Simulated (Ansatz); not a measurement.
Mulliken charges of F3H3OSiTi, SMILES `[F][Ti]([F])([F])[O][SiH3]` from ωB97M-V/def2-TZVPP in Ansatz (PBE0-D4/def2-TZVP geometry).

```csv
atom,x (Å),y (Å),z (Å),charge (e)
F1,2.351,-1.505,0.222,-0.341
Ti2,1.169,-0.823,-0.874,1.376
F3,1.960,0.289,-1.970,-0.341
F4,0.409,-2.106,-1.788,-0.341
O5,-0.054,0.040,0.050,-0.583
Si6,-1.212,0.853,0.907,0.281
H7,-2.525,0.219,0.643,-0.017
H8,-1.221,2.267,0.462,-0.017
H9,-0.878,0.767,2.349,-0.017
```

Q: By hand: the dipole of these point charges (1 e Å = 4.8032 D).

A: Σ q r = (-0.231, 0.161, 0.170) e Å, of length 0.329 e Å = 1.58 D.

Q: How does the dipole of the full density compare? (Estimate.)

A: The calculation gave: (-0.308, 0.217, 0.231) e Å, 2.12 D; the point charges give 0.75 times that, at 0° from its direction.

Point charges leave out the atoms' own dipoles, such as those of lone pairs, and Mulliken's split depends on the basis, so the two needn't agree.
